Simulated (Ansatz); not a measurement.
System (SMILES): [N]=C=O, doublet.
Atoms: N1, C2, O3. Bonds: N1-C2, C2-O3.

Basis-set convergence of the lowest harmonic wavenumber at PBE with Ansatz (a first-principles code). Each level at its own minimum, finite differences of forces, unscaled; the reference is a large set that could be run, not a limit. All functions are spherical. Open shells are unrestricted. No added dispersion term, no relativity. Reference: the value in def2-QZVPP, 472 cm⁻¹. Deviations are taken from unrounded values.

```
basis        functions  lowest harmonic wavenumber (cm⁻¹)
-----------  ---------  ---------------------------------
cc-pVDZ             42                                457
aug-cc-pVDZ         69                                460
def2-SVP            42                                454
def2-SVPD           63                                468
pcseg-1             42                                455
aug-pcseg-1         69                                460
6-311G**            54                                466
6-311+G**           66                                464
cc-pVTZ             90                                472
aug-cc-pVTZ        138                                473
pcseg-2             90                                472
aug-pcseg-2        138                                473
def2-TZVPP          93                                476
def2-TZVPPD        114                                476
```

What the diffuse functions change, pair by pair:
- cc-pVDZ to aug-cc-pVDZ: 27 more functions, deviation -15 to -13 cm⁻¹
- def2-SVP to def2-SVPD: 21 more functions, deviation -18 to -4 cm⁻¹
- pcseg-1 to aug-pcseg-1: 27 more functions, deviation -17 to -12 cm⁻¹
- 6-311G** to 6-311+G**: 12 more functions, deviation -6 to -8 cm⁻¹
- cc-pVTZ to aug-cc-pVTZ: 48 more functions, deviation 0 to 1 cm⁻¹
- pcseg-2 to aug-pcseg-2: 48 more functions, deviation 0 to 1 cm⁻¹
- def2-TZVPP to def2-TZVPPD: 21 more functions, deviation 4 to 4 cm⁻¹

They bring the value nearer the reference by more than 1 cm⁻¹ in 3 of 7 pairs.
